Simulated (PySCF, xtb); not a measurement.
In(Me)(SMe)2 (C3H9InS2), SMILES C[S][In]([CH3])[S]C.

GFN2-xTB run with xtb 6.7.1 at its own geometry gives an orbital gap of 2.21 eV and a dipole moment of 3.20 D.

Coordinates come from a B3LYP-D3(BJ)/def2-SVP optimisation. The def2 effective core potentials stand for the cores of In; spin–orbit coupling is left out. One conformer was computed; it need not be the lowest.

What does B3LYP/def2-TZVP run with PySCF give? (The exact figures need the calculation; the answer reports its results.)

gap 5.10 eV (levels -6.34 and -1.24 eV), dipole 2.25 D.
